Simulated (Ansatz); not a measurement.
Input file for Ansatz (a first-principles code): R-revPBE/def2-TZVPPD on CH6GeO (a complex). Files ending in .json are basis or fitting sets from the Basis Set Exchange.

Ansatz 0.2 input:
```yaml
crystal:
  periodic: [false, false, false]
  atoms:
    - {symbol: C, position_ang: [0.39168889, -0.27633508, -0.19057550]}
    - {symbol: O, position_ang: [0.82725571, 0.51951869, 0.59446591]}
    - {symbol: H, position_ang: [-0.25214035, -1.11790492, 0.12813184]}
    - {symbol: H, position_ang: [0.61155921, -0.20924052, -1.27282901]}
    - {symbol: Ge, position_ang: [-0.14772055, -0.20649147, 3.61925976]}
    - {symbol: H, position_ang: [-0.71401466, -1.18140315, 2.57327287]}
    - {symbol: H, position_ang: [-0.63432529, 1.21721957, 3.32638394]}
    - {symbol: H, position_ang: [1.38400874, -0.26663088, 3.61575781]}
    - {symbol: H, position_ang: [-0.66540046, -0.64111823, 5.00372238]}
basis:
  gaussian:
    orbitals: def2-TZVPPD.json
hamiltonian:
  xc: {name: revPBE}
scf: {lower_state_search: off}
```

It printed:

```
Functional definition: revPBE
[...]
these checks for a lower state are left out or cut short: stability, starts, cluster_reference, orbital_swaps, neighbouring_geometries, increment
integrals: 0.14 GiB planned
1085 factors; their error is unknown
mean field: 1.00 GiB planned
mean field evaluation 1: about -59690.4012 eV, gradient 5.1e1 eV
mean field evaluation 2: about -59675.8753 eV, gradient 1.0e2 eV
mean field evaluation 4: about -59694.8766 eV, gradient 5.3e0 eV
mean field evaluation 8: about -59694.9313 eV, gradient 1.5e-1 eV
mean field evaluation 16: about -59694.9112 eV, gradient 1.2e-4 eV
mean field -59694.91118448 eV, -2193.7475233657 hartree, gradient 1.2e-6 eV, S^2 0.000000; 0 other end points of the search recorded, 0 dependent functions left out
reference -59694.91124464 eV, -2193.7475255765 hartree; 26, 26 occupied and 207, 207 virtual orbitals, 1085 factors
Total energy: -59694.91124464 eV, -2193.7475255765 hartree
Checks for a lower state left out: stability, starts, cluster_reference, orbital_swaps, neighbouring_geometries, increment
```

The calculation finished and met its thresholds.

Cost: about 5 core-seconds (a rough figure).
